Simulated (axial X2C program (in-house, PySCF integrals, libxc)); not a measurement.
Results of a calculation; reference values are marked as such.
AsF⁺: input and output

Program: an in-house all-electron X2C program for linear molecules (integrals from PySCF).

The run was started with this input:
```json
{"zs": [33, 9], "q": 1, "bas": ["dyall-v3z", "dyall-v3z"], "levels": ["PBE0", "HF", "LDA", "M06"], "cc": false, "r0": 1.85, "npts": 10, "nst": 2, "ntry": 6, "opt": {"cfac": 100}}
```
```bash
python so2c.py task.json out
```

Keys: zs atomic numbers; q charge; bas basis sets; levels methods; cc coupled cluster on or off; r0 starting distance in Å; npts points on the curve; nst determinants followed; ntry starts of the search; cfac factor on the speed of light (100 gives the non-relativistic limit). HF also brings MP2.

Output of the HF step, non-relativistic, at R = 1.664 Å for the state M_S = 1/2, Λ = 1. It starts from PBE0 orbitals of this distance.

```
spin-free X2C-1e  HF
basis functions 102  fitting functions 718  grid points 5077
iter        total energy     max residual
   1      -2333.361664048     1.15e-01
   2      -2333.387139450     9.74e-03
   3      -2333.388275473     8.56e-03
   4      -2333.388685205     2.06e-03
   5      -2333.388719405     9.64e-04
   6      -2333.388728840     5.57e-04
   7      -2333.388730455     1.74e-04
   8      -2333.388730846     1.06e-04
   9      -2333.388730994     4.46e-05
  10      -2333.388731015     1.84e-05
  11      -2333.388731018     5.24e-06
  12      -2333.388731019     2.98e-06
converged
one-electron -3427.91917714  Coulomb 1091.40581265  exact exchange -91.32586631  xc functional 0.00000000  nuclear repulsion 94.45049979
```
Energies are in hartree; totals compare only within one Hamiltonian and basis. The header names the spin-free X2C Hamiltonian, here with the speed of light scaled.
